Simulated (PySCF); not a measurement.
SnI, SMILES [I][Sn+] (connectivity only; charge and spin as stated), charge +1, multiplicity 1.

Coordinates come from a B3LYP-D3(BJ)/def2-TZVP optimisation. The spin state was assumed, not searched. The def2 effective core potentials stand for the cores of I, Sn; spin–orbit coupling is left out.

Method: TDDFT-PBE/def2-TZVPD run with PySCF.

Vertical excitations; the highest root listed may be one member of a degenerate set. Isolated molecule, no solvent. State labels are in the subgroup C2v.

```tsv
state	symmetry	energy (eV)	λ (nm)	f	main pairs
S1	A2	3.03	409	0.000	HOMO−1→LUMO+1 50 %, HOMO→LUMO 50 %
S2	A1	3.18	390	0.000	HOMO−1→LUMO, HOMO→LUMO+1 (degenerate set)
S3	A2	3.18	390	0.000	HOMO→LUMO, HOMO−1→LUMO+1 (degenerate set)
S4	B1	3.73	332	0.009	HOMO−2→LUMO (degenerate set)
S5	B2	3.73	332	0.009	HOMO−2→LUMO+1 (degenerate set)
S6	A1	4.20	295	0.086	HOMO→LUMO+1 44 %, HOMO−1→LUMO 44 %, HOMO−2→LUMO+2 13 %
S7	B1	5.72	217	0.004	HOMO−1→LUMO+2 (degenerate set)
S8	B2	5.72	217	0.004	HOMO→LUMO+2 (degenerate set)
S9	A1	7.87	157	1.842	HOMO−2→LUMO+2 80 %
S10	B1	8.09	153	0.123	HOMO−1→LUMO+3 98 %
T1	A1	2.60	476	0	HOMO→LUMO+1 50 %, HOMO−1→LUMO 50 %
T2	A2	2.78	446	0	HOMO−1→LUMO+1, HOMO→LUMO (degenerate set)
T3	A1	2.78	446	0	HOMO−1→LUMO, HOMO→LUMO+1 (degenerate set)
T4	A2	3.03	409	0	HOMO→LUMO 50 %, HOMO−1→LUMO+1 50 %
```
Triplets are in the Tamm–Dancoff approximation, which puts them higher than full response would, so one can lie above its singlet here.
